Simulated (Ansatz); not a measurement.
Consider the homolysis of the C–Si bond: `F[SiH]([SiH3])C[SiH3]` → `[CH2][SiH3]`• + `F[SiH][SiH3]`•.

Program: Ansatz. Geometries: PBE0-D4/def2-TZVP. ΔE: electronic, gas phase. CBS: MP2 limit from def2 TZ/QZ plus the TZ coupled-cluster correction, frozen cores. This one scheme is used for every species. Functionals use def2-TZVPP. B3LYP here is the variant with VWN-RPA as its local correlation; programs differ in this. Open shells (•) are unrestricted, without spin–orbit coupling. Each species was taken in one conformer, which may not be the lowest.

(1) What is ΔE at CCSD(T)/CBS? (Best estimate.)

(2) What do these levels give: B3LYP-D4, ωB97X-V, ωB97M-V, r2SCAN, HF/def2-TZVPP, MP2/def2-TZVPP, SCS-MP2/def2-TZVPP, CCSD/def2-TZVPP, CCSD(T)/def2-TZVPP, MP2/def2-QZVPP, HF/CBS(def2), CCSD/CBS(def2)? (An estimate is asked.)

Largest T1 diagnostic among the species: 0.015.

Answers

(1) Ansatz gave: +93.9 kcal/mol.

(2) The calculation gave: B3LYP-D4 87.8, ωB97X-V 93.5, ωB97M-V 94.1, r2SCAN 84.9, HF/def2-TZVPP 64.1, MP2/def2-TZVPP 95.8, SCS-MP2/def2-TZVPP 93.9, CCSD/def2-TZVPP 89.1, CCSD(T)/def2-TZVPP 91.6, MP2/def2-QZVPP 97.0, HF/CBS(def2) 63.8, CCSD/CBS(def2) 91.4 kcal/mol.

The D4 term adds +4.9 kcal/mol with B3LYP and +2.8 kcal/mol with PBE0; it sums over pairs of atoms, weighted by their polarisabilities, and B3LYP, whose exchange is more repulsive, gets the larger term. From PBE to PBE0 (25 % exact exchange), in def2-TZVPP and without D4, ΔE moves by +1.1 kcal/mol.
